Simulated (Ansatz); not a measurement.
Reactions of C$_{2}$H$_{7}$BrSi, SMILES `CC[SiH2]Br`.

Calculated with Ansatz (gas phase, PBE0-D4/def2-TZVP geometries, no zero-point term in ΔE). CCSD(T)/CBS adds triple-zeta CCSD(T) − MP2 to the extrapolated MP2 energy (def2 sets, frozen cores). This one scheme is used for every species. For Br, Se outer-core shells are correlated without core-valence functions, which leaves a few kJ/mol of doubt a bond. Scalar relativity is left out up to krypton. Each species was taken in one conformer, which may not be the lowest.

Task: Order these by ΔE at CCSD(T)/CBS, lowest first. (Estimate.)
A. `CC[SiH2]Br` + `OBO` → `CCOBO` + `[SiH3]Br`
B. `CC[SiH2]Br` + `N=C[SeH]` → `CC[Se]C=N` + `[SiH3]Br`
C. `CC[SiH2]Br` + HBr → `BrC[SiH2]Br` + CH₄
D. `CC[SiH2]Br` + H₂ → `C[SiH2]Br` + CH₄
E. `CC[SiH2]Br` + `O[SiH3]` → `CC[SiH2]O[SiH3]` + HBr
F. `CC[SiH2]Br` + CH₃SH → `CC[SiH2]SC` + HBr

Result: D (-18.7 kcal/mol), E (-2.6 kcal/mol), C (+0.6 kcal/mol), B (+6.8 kcal/mol), F (+9.3 kcal/mol), A (+19.4 kcal/mol).

Largest T1 diagnostic: 0.013, for `OBO`.
